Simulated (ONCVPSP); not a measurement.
barium (Ba): variants of one ONCV potential

Base potential:

```
Element                 : Ba
Generator               : ONCVPSP 4.0.1
Type                    : optimised norm-conserving Vanderbilt (ONCV)
Functional              : LDA (Perdew-Zunger)
Relativity              : scalar-relativistic
Frozen core             : [Kr] 4d10
Valence charge          : 10
Reference configuration : 5s2 5p6 6s1.5 6p0.5
Partial waves           : 5s+6s: rc 2.75 bohr, ncon 4, nbas 8, qcut 3.9 1/bohr, 2 projectors; 5p+6p: rc 2.75 bohr, ncon 5, nbas 8, qcut 5.8 1/bohr, 2 projectors; d scattering state at 0.05 Ha: rc 3.00 bohr, ncon 3, nbas 7, qcut 3.8 1/bohr, 3 projectors, debl 1.5 Ha
Local potential         : polynomial inside 1.80 bohr (lpopt 5, dvloc0 1 Ha)
Core correction         : Teter function, fcfact 2.5, rcfact 1.8
```

Cutoffs, loose and tight: the cutoffs (Ha) at which the residual kinetic energy of the hardest occupied pseudo-wave falls to 1 and 0.1 mHa per electron. They do not see the model core or the augmentation charge, which bear on the density cutoff. Test errors are all-electron minus pseudo excitation energies from the reference, over the configurations 5s2 5p6 6s2 6p0; 5s2 5p6 6s1 6p0; 5s2 5p6 6s0 6p0; 5s1 5p6 6s2 6p0. A dash means not determined; rows that change the core or the reference have their own tests.

```tsv
change	outcome	cutoff, loose	cutoff, tight	bound ghosts	GHOST(+) flags above zero	largest test error (meV)
base	generated	10 Ha	13 Ha	none	s	-229
all radii but the core radius scaled by about 0.79 (s 2.16, p 2.16, d 2.36 bohr); local potential polynomial inside 1.42 bohr (lpopt 5, dvloc0 1 Ha)	generated	13 Ha	34 Ha	none	s, p	-99
all radii but the core radius scaled by about 0.92 (s 2.52, p 2.52, d 2.74 bohr); local potential polynomial inside 1.64 bohr (lpopt 5, dvloc0 1 Ha)	generated	11 Ha	14 Ha	none	s	-178
all radii but the core radius scaled by about 1.10 (s 3.02, p 3.02, d 3.30 bohr); local potential polynomial inside 1.98 bohr (lpopt 5, dvloc0 1 Ha)	generated	8.7 Ha	11 Ha	none	none	-294
all radii but the core radius scaled by about 1.17 (s 3.22, p 3.22, d 3.52 bohr); local potential polynomial inside 2.12 bohr (lpopt 5, dvloc0 1 Ha)	generated, projector energies reset by the program	7.8 Ha	11 Ha	none	none	-332
all radii but the core radius scaled by about 1.24 (s 3.42, p 3.42, d 3.72 bohr); local potential polynomial inside 2.24 bohr (lpopt 5, dvloc0 1 Ha)	generated, projector energies reset by the program	6.4 Ha	9.7 Ha	none	none	-376
all radii but the core radius scaled by about 1.31 (s 3.60, p 3.60, d 3.94 bohr); local potential polynomial inside 2.36 bohr (lpopt 5, dvloc0 1 Ha)	generated, projector energies reset by the program	4.3 Ha	6.8 Ha	none	none	-373
```

Problem. What comes out with this change to the base: all radii but the core radius scaled by about 0.87 (s 2.40, p 2.40, d 2.62 bohr); local potential polynomial inside 1.58 bohr (lpopt 5, dvloc0 1 Ha)?

Solution. outcome: generated; cutoff, loose: 12 Ha; cutoff, tight: 17 Ha; bound ghosts: none; GHOST(+) flags above zero: s; largest test error (meV): -148.

Reading the sweep of the scale of all radii but the core radius (base = 1) (base included, trends over the rows without a ghost): The loose cutoff falls from 13 Ha at 0.79 to 4.3 Ha at 1.31. A larger radius leaves more room for a smooth pseudo-wave, so fewer plane waves are needed; a smaller one forces it to follow the all-electron wave where it bends sharply. The median size of the test errors (rows with all tests solved) is not monotonic: lowest 3.5 meV at 0.79, highest 4.6 meV at 1.24.
